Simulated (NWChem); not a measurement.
Molecule: CH7BOSi; SMILES CB(O)[SiH3]

```xyz
11

B      0.0886    -0.5437    -0.0019
C     -1.1879    -1.4769     0.0000
H     -1.8363    -1.2518     0.8582
H     -0.9596    -2.5529     0.0276
H     -1.8032    -1.2901    -0.8913
O      1.3527    -1.0508    -0.0004
H      1.3590    -2.0234     0.0063
Si    -0.0420     1.4975    -0.0006
H      1.2776     2.1763    -0.1356
H     -0.6703     1.9818     1.2664
H     -0.9171     1.9816    -1.1109
```
Atoms are numbered in this order, from 1.

Computed with NWChem. Coordinates come from a B3LYP/6-31G* (spherical d) optimisation. Vertical excitations in the gas phase.

Question: What does the run give for Hartree-Fock/def2-SVP, CIS? Quantities: lowest excitation, singlet (eV); oscillator strength of that lowest state; lowest state with f > 0.02, singlet (eV); orbital gap (eV).

Answer: The lowest excitation, singlet (eV) comes out as 6.40. The oscillator strength of that lowest state is 0.026. The lowest state with f > 0.02, singlet (eV) comes out as 6.40 and the orbital gap (eV) is 13.86.
